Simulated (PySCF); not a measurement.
Simulation results for AlB2H4O, AlB2FH4, AlB2H6N, CH6AlB2

All values are calculated (PySCF 2.14.0). Calculation on a computer-drawn molecule: the log of a Hartree-Fock and frozen-core CCSD(T) single point meant for a local Hartree-Fock minimum, with one planted fault or none, to be diagnosed. Offsets are logged minus clean, where the clean run is the same molecule without the fault. The reference is restricted for singlets and unrestricted otherwise, and also for a bond in bohr or an excited solution. Adding or removing an electron swaps singlet and doublet. The excited solution moves the top pair (singlet) or top alpha electron (doublet) to the lowest empty orbital. Highest occupied and lowest empty are orbital energies over both spins, largest force is the largest gradient component, triples share is (T) over the correlation energy, the T1 limit is 0.02 restricted and 0.045 unrestricted, electrons count all cores, a negative frequency is imaginary (commonest isotopes), and the dipole is about the centre of nuclear charge.

Common to all runs: meant basis cc-pV(D+d)Z; logged SCF converged yes; possible faults no fault, one electron removed, one electron added, multiplicity raised by two, geometry at a saddle point, SCF held on an excited solution, minimal basis STO-3G, one bond length entered in bohr, all coordinates scaled.

(1) 
```xyz
8
formula=AlB2H4O meant_charge=1 meant_multiplicity=1 logged_electrons=34 logged_basis_functions=85 logged_spin_squared=0.7397 logged_highest_occupied=-14.259 logged_lowest_empty=-4.7782 logged_largest_force=0.019471 logged_T1_diagnostic=0.05681 logged_D1_diagnostic=0.24795 logged_triples_share=0.032286 logged_CC_converged=yes logged_dipole_magnitude=0.9628 logged_SCF_stable_within_its_kind=yes logged_energy_HF=-368.11889 logged_energy_CCSD(T)=-368.55191 planted_fault=one_bond_length_entered_in_bohr,row_4_of_the_drawn_bonds HF_energy_offset_from_clean_run=72.4 CCSD(T)_energy_offset_from_clean_run=73.29
B     -1.1342     1.1905    -3.3176
B     -0.3900     2.5361    -2.6482
Al     0.5873     2.3848    -0.7152
O      1.3061     2.2656     0.7118
H     -3.3060     0.7566    -2.8616
H     -0.5080     0.4447    -4.0129
H     -0.3075     3.6382    -3.0973
H      1.7326     2.2110     1.5501
```

Units: logged_highest_occupied, logged_lowest_empty in eV; logged_largest_force in hartree/bohr; logged_dipole_magnitude in debye; logged_energy_HF, logged_energy_CCSD(T) in hartree; HF_energy_offset_from_clean_run, CCSD(T)_energy_offset_from_clean_run in kcal/mol.

Drawn bonds:
```csv
atom,other atom,order
1,2,1
2,3,1
3,4,1
1,5,1
1,6,1
2,7,1
4,8,1
```

Notes: T1 above single-reference limit.

(2) 
```xyz
8
formula=AlB2FH4 meant_charge=0 meant_multiplicity=1 logged_electrons=36 logged_basis_functions=85 logged_spin_squared=0 logged_highest_occupied=-5.935 logged_lowest_empty=-3.1745 logged_largest_force=0.068848 logged_CC_converged=no logged_dipole_magnitude=2.0111 logged_SCF_stable_within_its_kind=no logged_energy_HF=-392.74148 planted_fault=SCF_held_on_an_excited_solution HF_energy_offset_from_clean_run=209.1
B      0.2550     1.7933     0.8932
B      0.4096     0.1848     1.2815
Al     1.3728    -1.2828     0.0514
F      3.0055    -1.5054     0.2627
H     -0.6848     2.1982     0.2582
H      1.0959     2.5974     1.2017
H     -0.0523    -0.2154     2.3226
H      0.6936    -2.2006    -1.0350
```

Units: logged_highest_occupied, logged_lowest_empty in eV; logged_largest_force in hartree/bohr; logged_dipole_magnitude in debye; logged_energy_HF in hartree; HF_energy_offset_from_clean_run in kcal/mol.

Drawn bonds:
```csv
atom,other atom,order
1,2,1
2,3,1
3,4,1
1,5,1
1,6,1
2,7,1
3,8,1
```

Notes: CCSD not converged.

(3) 
```xyz
8
formula=AlB2FH4 meant_charge=0 meant_multiplicity=1 logged_electrons=36 logged_basis_functions=85 logged_spin_squared=0 logged_highest_occupied=-10.218 logged_lowest_empty=1.0641 logged_largest_force=0.044409 logged_T1_diagnostic=0.016176 logged_D1_diagnostic=0.039599 logged_triples_share=0.02149 logged_CC_converged=yes logged_dipole_magnitude=2.2432 logged_SCF_stable_within_its_kind=yes logged_energy_HF=-393.05526 logged_energy_CCSD(T)=-393.52178 planted_fault=all_coordinates_scaled,by_+6.0_% HF_energy_offset_from_clean_run=12.2 CCSD(T)_energy_offset_from_clean_run=9.631
B      0.2703     1.9009     0.9468
B      0.4342     0.1959     1.3584
Al     1.4552    -1.3598     0.0545
F      3.1858    -1.5957     0.2785
H     -0.7259     2.3301     0.2737
H      1.1617     2.7532     1.2738
H     -0.0555    -0.2284     2.4619
H      0.7352    -2.3326    -1.0971
```

Units: logged_highest_occupied, logged_lowest_empty in eV; logged_largest_force in hartree/bohr; logged_dipole_magnitude in debye; logged_energy_HF, logged_energy_CCSD(T) in hartree; HF_energy_offset_from_clean_run, CCSD(T)_energy_offset_from_clean_run in kcal/mol.

Drawn bonds:
```csv
atom,other atom,order
1,2,1
2,3,1
3,4,1
1,5,1
1,6,1
2,7,1
3,8,1
```

(4) 
```xyz
10
formula=AlB2H6N meant_charge=0 meant_multiplicity=1 logged_electrons=36 logged_basis_functions=95 logged_spin_squared=0 logged_highest_occupied=-9.794 logged_lowest_empty=1.6569 logged_largest_force=2.757e-05 logged_lowest_frequency=55.406 logged_T1_diagnostic=0.015808 logged_D1_diagnostic=0.044388 logged_triples_share=0.025401 logged_CC_converged=yes logged_dipole_magnitude=1.2531 logged_SCF_stable_within_its_kind=yes logged_energy_HF=-349.21056 logged_energy_CCSD(T)=-349.67534 planted_fault=no_fault HF_energy_offset_from_clean_run=0 CCSD(T)_energy_offset_from_clean_run=0
B     -1.0581     1.3818    -1.4851
B     -1.0703     1.9693     0.0666
Al    -2.4084     1.2583     1.6033
N     -2.0144    -0.1795     2.5554
H     -1.7737     1.8347    -2.3425
H     -0.3669     0.4440    -1.7957
H     -0.3069     2.8522     0.3780
H     -3.7725     1.9876     1.9539
H     -1.1983    -0.7532     2.4513
H     -2.5805    -0.5422     3.3005
```

Units: logged_highest_occupied, logged_lowest_empty in eV; logged_largest_force in hartree/bohr; logged_lowest_frequency in cm⁻¹; logged_dipole_magnitude in debye; logged_energy_HF, logged_energy_CCSD(T) in hartree; HF_energy_offset_from_clean_run, CCSD(T)_energy_offset_from_clean_run in kcal/mol.

Drawn bonds:
```csv
atom,other atom,order
1,2,1
2,3,1
3,4,1
1,5,1
1,6,1
2,7,1
3,8,1
4,9,1
4,10,1
```

(5) 
```xyz
10
formula=CH6AlB2 meant_charge=0 meant_multiplicity=2 logged_electrons=35 logged_basis_functions=95 logged_spin_squared=0.7561 logged_highest_occupied=-8.7527 logged_lowest_empty=0.4601 logged_largest_force=0.031366 logged_T1_diagnostic=0.014911 logged_D1_diagnostic=0.054074 logged_triples_share=0.025909 logged_CC_converged=yes logged_dipole_magnitude=1.2052 logged_SCF_stable_within_its_kind=yes logged_energy_HF=-332.55143 logged_energy_CCSD(T)=-332.96896 planted_fault=all_coordinates_scaled,by_-4.4_% HF_energy_offset_from_clean_run=10.43 CCSD(T)_energy_offset_from_clean_run=12.64
B      1.5921     0.0785     2.4642
B      1.0479     0.0019     1.0075
Al     0.3435    -0.0973    -0.8827
C     -1.4911     0.0406    -1.2701
H      2.7187    -0.0083     2.6812
H      0.8769     0.2236     3.3542
H      1.3494    -0.2899    -2.0003
H     -2.0901     0.1731    -0.4233
H     -1.6707     0.8458    -1.9174
H     -1.8271    -0.8190    -1.7677
```

Units: logged_highest_occupied, logged_lowest_empty in eV; logged_largest_force in hartree/bohr; logged_dipole_magnitude in debye; logged_energy_HF, logged_energy_CCSD(T) in hartree; HF_energy_offset_from_clean_run, CCSD(T)_energy_offset_from_clean_run in kcal/mol.

Drawn bonds:
```csv
atom,other atom,order
1,2,1
2,3,1
3,4,1
1,5,1
1,6,1
3,7,1
4,8,1
4,9,1
4,10,1
```
